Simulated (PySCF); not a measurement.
Isomers of C6H8BF2N, from PySCF, PBE0-D3(BJ)/def2-SVP geometry optimisation, gas phase. One conformer each, no zero-point energy, no frequencies.

Question: Which isomer lies lower at this level?
A. `[F:1][CH:2]([F:3])[BH2-:4][n+:5]1[cH:6][cH:7][cH:8][cH:9][cH:10]1` with F1–C2–B4–N5 -58°, C2–B4–N5–C6 -86°: A = 2506, B = 948.8, C = 848.1 MHz, dipole 5.80 D
B. `[CH2:1]=[N:2][C@:3]12[CH2:4][C@:5]([B:6]([F:7])[F:8])([CH2:9]1)[CH2:10]2` with C1–N2–C3–C4 0°, C4–C5–B6–F7 -74°: A = 3580, B = 721.1, C = 684.5 MHz, dipole 1.84 D

Answer: B. That is `C=N[C@]12C[C@](B(F)F)(C1)C2`, 13.6 kcal/mol below the other.

```csv
SMILES,mapped SMILES,E (Eh),relative (kcal/mol),relative (kJ/mol),dipole (D)
C=N[C@]12C[C@](B(F)F)(C1)C2,[CH2:1]=[N:2][C@:3]12[CH2:4][C@:5]([B:6]([F:7])[F:8])([CH2:9]1)[CH2:10]2,-511.84707,0.0,0.0,1.84
FC(F)[BH2-][n+]1ccccc1,[F:1][CH:2]([F:3])[BH2-:4][n+:5]1[cH:6][cH:7][cH:8][cH:9][cH:10]1,-511.82536,13.6,57.0,5.80
```

As drawn, the lower has a four-membered ring and a B–F bond, which the higher lacks; the higher has two fluorines on one carbon and a B–N bond, which the lower lacks.
